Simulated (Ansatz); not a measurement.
Born–Oppenheimer molecular dynamics of GaH4N (6 atoms, charge 0, multiplicity 1). It starts at the highest image of a converged band. Of that band: Neighbouring images differ by up to 1.3 eV, so the band resolves the path poorly. A vibrational analysis at the climbing image gives one clearly imaginary mode, 1167i cm⁻¹: a first-order saddle point.

All numbers below come from Ansatz, RKS PBE-D4/def2-SVPD.

```yaml
ensemble: NVE (velocity Verlet)
time_step: 0.5 fs
steps_asked: 200
starting_velocities_drawn_for: 300 K
seed: 7441
```

First frame:

```xyz
6
Properties=species:S:1:pos:R:3
Ga -0.421 -0.685 0.151
H 1.396 -0.166 0.651
N -0.246 0.935 -0.546
H 1.014 0.547 0.158
H -0.804 -2.103 0.671
H -0.940 1.472 -1.084
```

Problem. How far do the bonds stretch over the last three quarters of this one trajectory? (Pairs bonded in most of those frames.)

Solution. 
```
  bond  mean (Å)  spread (Å)  shortest  longest
Ga1–N3     1.722       0.032      1.67     1.78
Ga1–H5     1.554       0.015      1.52     1.58
 H2–H4     0.772       0.017      0.75     0.81
 N3–H6     1.033       0.019      1.00     1.07
```

Mean temperature of the second half: 852 K. The conserved energy stayed within 0.095 meV per atom of its start (net change 0.038 meV per atom), so the integration is sound. The kinetic energy rose, since the run started high on the potential surface and went downhill. It ends in pieces (GaH2N + H2), so much of that is their flight and rotation, not heat. A run of 0.1 ps of so small a system gives no equilibrium averages. The orbitals stay closed-shell, which can raise the energy where a bond breaks towards radicals; this wasn't checked here.

Run time: 5.4 min on 2 threads of Arm Neoverse N1 (shared host), peak memory 0.15 GiB.
